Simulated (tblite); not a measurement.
CHCl (SMILES [CH]Cl), singlet, at a GFN2-xTB geometry; GFN1-xTB (tblite).

Here is a job for tblite.
```
$ tblite run mol.xyz --method gfn1 --charge 0 --spin 0 --grad --json tblite.json --no-restart

# file mol.xyz
3

C     -1.02555045     0.51141695     0.04925011
Cl     0.46670147    -0.16319083    -0.01323040
H     -1.78062225    -0.29425759    -0.07058381
```

Output, abridged:

```
xTB calculator
 | screened Coulomb repulsion
 | Coulomb electrostatics
 |  * isotropic Klopman-Ohno-Mataga-Nishimoto electrostatics
 |  * onsite third-order electrostatics
 | DFT-D3(BJ) dispersion correction

halogen bonding energy    0.0000000000000E+00 Eh
repulsion energy          3.0330731029281E-02 Eh
dispersion energy        -4.4275555369642E-04 Eh
number of electrons       1.2000000000000E+01 e
integral cutoff           1.9731147476801E+01 bohr

------------------------------------------------------------
  cycle        total energy    energy error   density error
------------------------------------------------------------
      1     -6.761718613763  -6.7916066E+00   3.2318550E-01
      2     -6.762075084627  -3.5647086E-04   1.8478439E-01
      3     -6.762078245976  -3.1613494E-06   1.8493746E-02
      4     -6.762085669630  -7.4236536E-06   1.2465277E-03
      5     -6.762086098286  -4.2865604E-07   1.1826481E-04
      6     -6.762086098401  -1.1492407E-10   6.3620607E-05
      7     -6.762086098477  -7.6165740E-11   6.2305721E-08
------------------------------------------------------------

electronic energy        -6.7919740739528E+00 Eh
total energy             -6.7620860984772E+00 Eh

Post processing:
 | Mayer-Wiberg bond orders

[Info] Tight-binding results written to 'tblite.txt'
[Info] JSON dump of results written to 'tblite.json'
```
